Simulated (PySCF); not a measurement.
Correlation energy of O (oxygen, neutral)

[He] 2s1 2p5, high-spin 3P determinant (an excited configuration). All numbers are calculated (PySCF 2.14, scalar relativity by spin-free X2C-1e, in x2c-QZVPPall (7s4p3d2f1g, 57 functions)). Frozen: 1s2; 6 electrons correlated.

| level | correlation energy (mhartree) |
| --- | --- |
| CCSD | -212.56 |
| (T) | -7.98 |
| CCSD(T) | -220.54 |

Diagnostics: T1 = 0.016, D1 = 0.0294, largest double amplitude 0.069.

Cost of the coupled-cluster step: about 8 core-seconds, for 6 correlated electrons.
